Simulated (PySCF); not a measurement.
**Electronic structure of Cl⁺ (chlorine, charge +1) at the UHF level**

Configuration: [Ne] 3s2 3p4, high-spin 3P determinant. All numbers are calculated (PySCF 2.14, no relativity, point nucleus, in def2-SVP (4s3p1d, 18 functions)).

```
Total energy                                                  : -458.886235 hartree
One-electron energy                                           : -626.9004 hartree
Hartree (Coulomb) energy                                      : 195.2472 hartree
Exchange energy                                               : -27.2331 hartree
Kinetic energy                                                : 458.84703 hartree
⟨S²⟩                                                          : 2.0063
⟨L²⟩                                                          : 2.019
Sum of ⟨r⟩                                                    : 13.44 bohr
Sum of ⟨r²⟩                                                   : 21.14 bohr²
Traceless quadrupole moment −½Σ⟨3z² − r²⟩ along its main axis : -1.51 e·bohr²
Density at the nucleus (Gaussians lack the cusp)              : 2920 bohr⁻³
Spin density at the nucleus                                   : 0.258 bohr⁻³
Langevin diamagnetic susceptibility                           : -16.7 ×10⁻⁶ cm³/mol
Time after the integrals                                      : 0.03 s of wall time on 1 thread of Intel(R) Xeon(R) 6975P-C (shared host)
```

| shell | electrons | mean orbital energy (hartree) | spread (hartree) | rms radius, mean of both spins (bohr) |
| --- | --- | --- | --- | --- |
| 1s α | 1 | -105.34059 | 0 | 0.106 |
| 1s β | 1 | -105.31596 | 0 | 0.106 |
| 2s α | 1 | -11.09510 | 0 | 0.481 |
| 2s β | 1 | -11.07074 | 0 | 0.481 |
| 2p α | 3 | -8.57420 | 0.02808 | 0.451 |
| 2p β | 3 | -8.53069 | 0.01859 | 0.451 |
| 3s α | 1 | -1.60272 | 0 | 1.62 |
| 3s β | 1 | -1.35103 | 0 | 1.62 |
| 3p α | 3 | -0.97076 | 0.07827 | 1.88 |
| 3p β | 1 | -0.86898 | 0 | 1.88 |
